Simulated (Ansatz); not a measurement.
Gas-phase electronic energies from Ansatz, PBE0-D4/def2-TZVP geometries. CBS: MP2 limit from def2 TZ/QZ plus the TZ coupled-cluster correction, frozen cores. DFT in def2-TZVPP. For Ge outer-core shells are correlated without core-valence functions, which leaves a few kJ/mol of doubt a bond. Scalar relativity is left out up to krypton. One conformer a species, not always the lowest.

`CO[CH2][AlH][OH]` + `[F][GeH2][SiH2][SiH3]` → `CO[CH2][AlH][SiH3]` + `O[SiH2][GeH2][F]`  (redistribution)

(1) Is it downhill or uphill in electronic energy at CCSD(T)/CBS, and by how much? (An estimate is asked.)

(2) What do these levels give: r2SCAN-D4, ωB97M-V, B2PLYP, r2SCAN, PBE0, MP2/def2-TZVPP, SCS-MP2/def2-TZVPP, CCSD/def2-TZVPP, MP2/def2-QZVPP, SCS-MP2/def2-QZVPP, HF/CBS(def2), CCSD/CBS(def2)? (Best estimate.)

Largest T1 diagnostic among the species: 0.013.

Answers

(1) Computed: Uphill: ΔE = +16.0 kcal/mol.

(2) The calculation gave: r2SCAN-D4 16.1, ωB97M-V 15.6, B2PLYP 16.3, r2SCAN 16.1, PBE0 15.2, MP2/def2-TZVPP 17.1, SCS-MP2/def2-TZVPP 16.5, CCSD/def2-TZVPP 16.0, MP2/def2-QZVPP 17.0, SCS-MP2/def2-QZVPP 16.4, HF/CBS(def2) 14.8, CCSD/CBS(def2) 15.8 kcal/mol.

In def2-TZVPP, CCSD(T) changes the Hartree–Fock value by +1.5 kcal/mol (the triples alone add +0.2 kcal/mol) and MP2 by +2.4 kcal/mol.
